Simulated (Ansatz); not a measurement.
Total energies of Na₃Pb (the lowest doublet isomer of a short search) from Ansatz at PBE0-D4/def2-TZVP, gas phase (1 Eh = 27.2114 eV = 2625.5 kJ/mol). The reference geometry is relaxed at PBE-D4/def2-TZVP.

```tsv
atom	x (Å)	y (Å)	z (Å)
Na1	-2.297	-0.071	1.351
Na2	1.476	-0.476	-2.170
Na3	1.118	-0.804	1.293
Pb4	-0.297	1.350	-0.474
```

```
           state                     geometry  energy (Eh)
charge 0 doublet                    reference   -679.49004
charge 1 singlet                    reference   -679.30932
charge 0 quartet  relaxed at PBE-D4/def2-TZVP   -679.46923
```

In the def2 sets Pb takes a core potential; there is no spin–orbit coupling.

Problem. Work out the vertical ionisation energy to the singlet.

Solution. E(charge 1 singlet) − E(charge 0 doublet) = -679.30932 − (-679.49004) = 0.18072 Eh = 4.92 eV. For comparison, −ε of the highest occupied level of the spin that leaves is 3.74 eV at this level, 1.18 eV less.

Problem. Which of the charge 0 states is lowest, and how far above it are the others?

Solution. The doublet. quartet: -679.46923 − (-679.49004) = 0.02081 Eh = 54.6 kJ/mol. The quartet differs in its bonds from the reference.

At PBE0-D4/def2-TZVP the charge 0 doublet is spin-contaminated (final ⟨S²⟩ up to 0.84, 0.75 for a pure state). A triplet lies near this restricted singlet, and broken spin symmetry wasn't tried. 

The structure comes from a short search, and lower isomers may exist.
